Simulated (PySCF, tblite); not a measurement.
Isomers of C2H8F2OSi2, one GFN2-xTB conformer each. Single-point energies are computed at PBE0/pcSseg-1 (PySCF, gas phase, no added dispersion term), electronic only.

| SMILES | GFN2-xTB relative energy (kJ/mol) |
| --- | --- |
| FC(F)OC([SiH3])[SiH3] | 146.0 |
| CO[C@H](F)[SiH2][SiH2]F | 0.0 |

Conformers: `[F:1][CH:2]([F:3])[O:4][CH:5]([SiH3:6])[SiH3:7]` with F1–C2–O4–C5 -85°, C2–O4–C5–Si6 -166°; `[CH3:1][O:2][C@H:3]([F:4])[SiH2:5][SiH2:6][F:7]` with C1–O2–C3–F4 -67°, O2–C3–Si5–Si6 50°, C3–Si5–Si6–F7 180°.

Question: What does PBE0/pcSseg-1 give for the same structures?

Answer: 
```
                 SMILES  PBE0/pcSseg-1 E (Eh)  PBE0/pcSseg-1 (kJ/mol)  GFN2-xTB (kJ/mol)  point group
CO[C@H](F)[SiH2][SiH2]F            -934.28221                     0.0                0.0           C1
  FC(F)OC([SiH3])[SiH3]            -934.23075                   135.1              146.0           C1
```

Both levels put the same isomer lowest. As drawn, the lower has an Si–F bond and an Si–Si bond, which the higher lacks; the higher has two fluorines on one carbon, which the lower lacks.

Question: Which frontier levels, dipoles and rotational constants go with these structures?

Answer: 
```tsv
SMILES	HOMO (eV, PBE0/pcSseg-1)	LUMO (eV)	dipole (D)	A, B, C (MHz)
CO[C@H](F)[SiH2][SiH2]F	-8.31	-0.81	3.08	3075, 865.8, 799.3
FC(F)OC([SiH3])[SiH3]	-8.32	0.15	2.87	2293, 1155, 808.1
```

Question: What happens when harmonic zero-point energies from GFN2-xTB frequencies are added?

Answer: 
```csv
SMILES,ZPE (kJ/mol),electronic (kJ/mol),with ZPE (kJ/mol)
CO[C@H](F)[SiH2][SiH2]F,249.8,0.0,0.0
FC(F)OC([SiH3])[SiH3],236.6,135.1,121.9
```

The zero-point energies span 13.2 kJ/mol. The order is unchanged.
